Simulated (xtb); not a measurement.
xtb input:

```bash
xtb mol.xyz --gfn 2 --sp --chrg 1 --uhf 0
```
mol.xyz:
```
12

N     -0.62356906     1.47173443    -0.63993193
Si    -0.17952927    -0.03579191    -0.08657275
N     -1.16421844    -0.59941746     1.12993918
O      0.46507252    -1.18615761    -1.01527101
O      1.50948624     0.33905187     0.58010270
H     -0.04196645     2.05294649    -1.22416875
H     -1.58183407     1.78594622    -0.62191431
H     -1.75188755    -0.01302528     1.70160886
H     -1.26819801    -1.58011075     1.34036239
H      0.03090442    -1.57130434    -1.78173779
H      2.20400167    -0.32620229     0.43926671
H      1.64043236     0.82346387     1.40989712
```

Question: What final total energy does it print?

Answer: -18.95354 Eh (GFN2-xTB).

It need not be the lowest isomer of its formula.
